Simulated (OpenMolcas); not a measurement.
Fe5+, Ru5+, Os5+: d³ down the group

```json
{
 "Program": "OpenMolcas",
 "Method": "CASSCF",
 "Basis": "ANO-RCC-VTZP",
 "Scalar Hamiltonian": "DKH2, point nucleus",
 "Spin-orbit coupling": "RASSI with atomic mean-field integrals over the reference wave functions, term energies averaged over their components"
}
```

Active space for each ion: 3 electrons in 10 orbitals (d d).

Computed levels in cm-1 above ⁴F_3/2:

```tsv
Level	Fe5+	Ru5+	Os5+
⁴F_5/2	541	1392	6151
⁴F_7/2	1273	3117	11454
⁴F_9/2	2172	5035	15285
⁴P_1/2	22954	16370	19233
⁴P_3/2	23157	16348	16882
²G_7/2	23506	18132	24737
⁴P_5/2	23840	18571	27094
²G_9/2	24241	19135	39160
²P_1/2	31077	23666	32499
weight of ⁴F in the lowest level (%)	100	99	86
```

Mixed levels, with the weight of the term that names them: Ru5+ ²G_9/2 (74 %), Os5+ ⁴F_9/2 (65 %), Os5+ ⁴P_1/2 (75 %), Os5+ ⁴P_3/2 (51 %), Os5+ ²G_9/2 (57 %), Os5+ ²P_1/2 (75 %).

Measured, with the error of the calculation in %. Measured levels: Fe5+ from Corliss and Sugar, J. Phys. Chem. Ref. Data 11, 135 (1982); Os5+ from the list in Brasseur, Palmeri and Quinet, Atoms 13, 11 (2025).

```csv
Level,Fe5+,Os5+
⁴F_5/2,511 (+5.8),6397 (-3.9)
⁴F_7/2,1188 (+7.1),11444 (+0.1)
⁴F_9/2,2001 (+8.6),14678 (+4.1)
⁴P_1/2,18738 (+22.5),16772 (+14.7)
⁴P_3/2,18942 (+22.3),
²G_7/2,20616 (+14.0),22920 (+7.9)
⁴P_5/2,19611 (+21.6),24828 (+9.1)
²G_9/2,21315 (+13.7),37019 (+5.8)
²P_1/2,26496 (+17.3),28860 (+12.6)
```

The fine-structure level ⁴F_9/2 changes by a factor of 7.04 from Fe5+ to Os5+.

Without spin-orbit coupling ⁴P lies 22266, 14810, 13466 cm-1 above ⁴F in that order; the difference to the level ⁴P_1/2, of either sign, comes from spin-orbit coupling, which also lowers the zero.

Without dynamic correlation excited terms often stand tens of per cent too high (terms of higher spin than the ground term too low), and those without a measured partner can miss by more than the paired ones. Active for correlation alone: 4d; no level in the range computed is led by a configuration that fills it, so any true level of that kind is missing (holds for Fe5+). Active for correlation alone: 5d; no level in the range computed is led by a configuration that fills it, so any true level of that kind is missing (holds for Ru5+). Active for correlation alone: 6d; no level in the range computed is led by a configuration that fills it, so any true level of that kind is missing (holds for Os5+). Computed and measured levels are paired by configuration, term and J; levels that our copy of the source lacks, or whose pairing is in doubt (as where it misses far off the trend of its configuration), stay unpaired and out of the deviations. Levels of configurations outside the active space are missing.
